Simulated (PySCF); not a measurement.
H2Cl3F3GeSi2, SMILES F[Si](F)(F)[SiH2][Ge]([Cl])([Cl])[Cl] at its B3LYP/def2-SVP optimised geometry (Å):

```
11

Si    -1.3036    -1.9095     1.8143
F     -1.4979    -3.4554     1.4153
F     -0.3042    -1.8558     3.0733
F     -2.7270    -1.3447     2.3016
Si    -0.4710    -0.6919     0.0000
Ge    -1.2188    -1.7951    -1.9999
Cl    -0.9604    -0.5381    -3.7499
Cl    -3.3276    -2.2801    -1.8320
Cl    -0.1318    -3.6375    -2.3422
H     -1.0165     0.6919     0.0000
H      1.0165    -0.6919     0.0000
```

Computed with B3LYP/def2-TZVP (PySCF).

Map of the Laplacian of the electron density (e/bohr⁵), clipped to [-1.50, 1.50] on the plane z = 0.6 Å:

```
|                           |
|                           |
|                           |
|                           |
|                           |
|                           |
|                           |
|        .....              |
|      ........             |
|      .........            |
|     ............          |
|     ..............        |
|     ...............       |
|     ..... ..........      |
|    .......-:........      |
|    ......=@%: ......      |
|   .....  -@%: ......      |
|  ......   ::........      |
|  ......     ........      |
|  ......     .......       |
|  .......  ........        |
|   ..............          |
|   ............            |
|   ...........             |
|   ....::.....             |
|   ...:--:....             |
|   ...:--:...              |
```
Scale: ten equal steps from -0.160 (start of ' ') to 1.50 (end of '@'), in the order ' .:-=+*#%@'; x runs from -3.50 to 3.50, y from -3.50 (bottom) to 3.50 (top).
